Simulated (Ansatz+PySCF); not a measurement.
A calculation with Ansatz (development build ahead of 0.2.0).

```yaml
crystal:
  periodic: [false, false, false]
  atoms:
    - { symbol: Ag, position_ang: [0.0, 0.0, 0.0] }
basis:
  gaussian: { orbitals: def2-SVP }
magnetization:
  initial_magnetization: 1
hamiltonian:
  xc: hf
correlation:
  method: mp2
  frozen_orbitals: { Ag: 0 }
```

The input is written out in the form of the current development build from the run's settings. Correlation on restricted open-shell orbitals is semicanonical, with singles. The basis set brings a core potential for Ag, so the total leaves out those core electrons.

Output:

```yaml
Converged: yes
Reference_energy: -146.08355 hartree
Correlation_energy: -0.31827 hartree
Total_energy: -146.40182 hartree
Spin_squared_of_the_determinant: 0.750
Stability_test: minimum among restricted orbitals
Occupied_orbitals_by_symmetry_in_an_Abelian_subgroup_alpha;_beta: 4 Ag 1 B1g 1 B1u 1 B2g 1 B2u 1 B3g 1 B3u; 3 Ag 1 B1g 1 B1u 1 B2g 1 B2u 1 B3g 1 B3u
```
